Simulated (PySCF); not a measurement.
**From computed data to an observable: chemical shift, span and skew from a shielding tensor**

Ge(F)(OH)2(NH2) (FGeH4NO2), SMILES [NH2][Ge]([OH])([OH])[F]. Atoms are numbered in the order given.

```xyz
9

N     -1.7463     0.4510     0.0000
Ge    -0.0265    -0.0145     0.0000
O      0.3407    -0.8636    -1.4927
O      0.3407    -0.8636     1.4927
F      1.0793     1.3293     0.0000
H     -2.2711     0.2401    -0.8413
H     -2.2711     0.2401     0.8413
H      1.2243    -0.6593    -1.8194
H      1.2243    -0.6593     1.8194
```

Geometry: PBE0-D3(BJ)/def2-SVP. One conformer was computed; it need not be the lowest.

GIAO shieldings from PySCF with PBE0/pcSseg-1, non-relativistic, no solvent. The symmetric part of the tensor of F5 has the principal values 277.8, 294.8, 401.1 ppm. The same nucleus in CFCl3 has σ = 167.2 ppm at this level (PySCF, at its B3LYP-D3(BJ)/def2-TZVP geometry).

Work out the isotropic shielding, the ¹⁹F shift against CFCl3, the span and the skew.


σ(iso) = (σ11 + σ22 + σ33)/3 = 324.6 ppm. δ = σ(ref) − σ(iso) = 167.2 − (324.6) = -157.4 ppm.
Span Ω = σ33 − σ11 = 123.3 ppm. Skew κ = 3(σ(iso) − σ22)/Ω = 0.72. Tumbling in solution averages the tensor to δ; in a static solid the shielding alone would spread this spin-1/2 line over Ω.
